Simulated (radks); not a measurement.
Problem. The mean radii <r> (bohr) of the occupied orbitals of an atom or ion are listed with their occupations. Calculated with a radial shooting solver on a logarithmic mesh with Libxc functionals: scalar-relativistic Kohn-Sham, SCAN, spin-polarised, spherical densities, finite nucleus; meta-GGA in the generalised Kohn-Sham scheme; Fermi nuclear charge, rms radius of each element as measured or else 0.836 A^(1/3) + 0.57 fm.

orbital  occ.      <r>
1s up       1  0.05621
1s down     1  0.05621
2s up       1   0.2548
2s down     1   0.2544
2p up       3   0.2248
2p down     3   0.2243
3s up       1   0.7274
3s down     1   0.7307
3p up       3   0.7431
3p down     3   0.7473
3d up       2   0.7496

Name the element and its charge. Open shells, if any, are filled with parallel spins first.

Solution. Z = 27, cobalt, charge +7: Co7+ in [Ar] 3d2. The 1s radius gives Z: for a bare nucleus <r> = (2 gamma + 1)/(2Z) with gamma = sqrt(1 - (Z/c)^2), 0.05483 bohr for Z = 27, and screening makes it slightly larger (0.05621 here). The occupations add up to 20, and the charge is Z minus that.
